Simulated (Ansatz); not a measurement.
Start from `[AsH2]CB1CC1` and change one atom or group to get `[SiH3]BB1CC1`.

Ansatz, PBE0-D4/def2-TZVP geometries, multiplicity 1. Each molecule was computed in one conformer, which needn't be the lowest.

Scalar relativity is left out up to krypton.

| property | `[AsH2]CB1CC1` |
| --- | --- |
| size of the dipole moment (B3LYP/def2-TZVPP) / D | 0.70 |
| HOMO energy (PBE0/def2-TZVPP) / eV | -6.91 |
| size of the dipole moment (PBE/def2-TZVPP) / D | 0.67 |
| HOMO energy (B3LYP/def2-TZVPP) / eV | -6.71 |
| HOMO–LUMO gap (B3LYP/def2-TZVPP) / eV | 5.88 |
| LUMO energy (ωB97M-V/def2-TZVPP) / eV | 1.25 |

Problem. What does the change do to each property? (Estimate.)

Solution. The calculation gave: 
```tsv
property	`[SiH3]BB1CC1`	shift
size of the dipole moment (B3LYP/def2-TZVPP) / D	1.35	0.65
HOMO energy (PBE0/def2-TZVPP) / eV	-7.40	-0.49
size of the dipole moment (PBE/def2-TZVPP) / D	1.54	0.87
HOMO energy (B3LYP/def2-TZVPP) / eV	-7.20	-0.49
HOMO–LUMO gap (B3LYP/def2-TZVPP) / eV	5.07	-0.81
LUMO energy (ωB97M-V/def2-TZVPP) / eV	-0.10	-1.35
```

With PBE0 the HOMO falls by 0.49 eV and the LUMO falls by 1.34 eV, so the gap narrows by about 0.85 eV. PBE moves the HOMO by -0.71 eV and ωB97M-V by -0.35 eV. Dipoles are sizes alone; their direction can turn.

B3LYP here is the variant with VWN-RPA as its local correlation; programs differ in this.
